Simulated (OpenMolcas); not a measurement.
**Pt2+: ligand-field states by method**

Pt2+ with its 6 nearest fluoride ions at 2.164 Å, on the Ca site of CsCaF3 (a = 4.526 Å, distance in the model lattice 2.263 Å). The rest of the host is ab initio model potentials to 7.6 Å, with orthogonalisation functions on the cations behind the ligands, and point charges beyond; the distance is set by hand and nothing relaxes. Ligand basis ANO-RCC-VDZP.

* Program: OpenMolcas
* Basis: ANO-RCC-VDZP [7s6p4d2f]
* Scalar Hamiltonian: DKH2, point nucleus
* Active space: 8 electrons in 5 orbitals (5d)
* State averaging: 2S+1 = 3 even, 10 roots; 2S+1 = 1 even, 15 roots
* Spin-orbit coupling: RASSI with atomic mean-field integrals over the reference wave functions

I. CASSCF
II. SS-CASPT2, IPEA 0.25 Eh, imaginary shift 0.1 Eh (closed shells correlated: 5s 5p and the ligand valence shells)

Spin-free states (labels of O, the rotations of Oh) in cm-1, each column counted from its own energy of the first state listed:

```
State  Degeneracy      I     II
  3A2           1      0      0
   1E           2  12492   9110
  3T2           3  15625  17520
  1A1           1  21970  18030
  3T1           3  23008  24020
  1T2           3  27812  26980
  1T1           3  31367  30600
  3T1           3  35776  37920
   1E           2  45143  46850
  1T2           3  45390  47030
  1A1           1  65053  62350
```

From I to II, I's first state of the same spin (3T2) moves from 15625 to 17520 cm-1, by about +1900 cm-1.

From I to II, I's first state of another spin (1E) moves from 12492 to 9110 cm-1, by about -3400 cm-1.

I: A least-squares ligand-field fit to the states below 45000 cm-1, each weighted by its degeneracy and with a free common offset, gives 10Dq = 15567 cm-1, B = 796 cm-1 and C = 3129 cm-1 (C/B = 3.93), with an rms deviation of 40 cm-1. The same method and metal basis give the free ion B = 847 cm-1 (fit to its terms below 60000 cm-1, rms deviation 6 cm-1), so the nephelauxetic ratio is β = 796 / 847 = 0.94; it hangs on how both fits weigh the states, and computed free-ion B values tend to be too large, so β mixes covalency with correlation.

χT at 300 K: I 1.80, II 1.73 cm3 K/mol.

The states above are spin-free; spin-orbit coupling is strong here and shifts and splits them by thousands of cm-1.

Roots that are degenerate in the reference are averaged as groups; the widest CASPT2 spread within a group is 99 cm-1 (the 3-fold group of multiplicity 1 near 27000 cm-1 above the lowest state of its run, II). Shifts and gaps below about the spread of the groups concerned are not significant. Over all roots computed the reference weight is 0.72 in II; a low but even weight reflects the number of correlated electrons. Real 4d8 and 5d8 ions are as a rule square planar and diamagnetic. Ligand-to-metal charge-transfer states are missing. With no ligand orbital active B as a rule stays too high, so bands that hang on it stand too high and its fall with covalency is understated. Without dynamic correlation the repulsion within the d shell is too large (B by tens of per cent), so at a given field states of lower spin stand too high (holds for I). With metal d orbitals alone the field can be off either way by tens of per cent (holds for I). With one d shell and no ligand orbital active, 10Dq can be off by a tenth or more (holds for II). No measured value stands beside these numbers; the geometry was set by hand and not optimised.
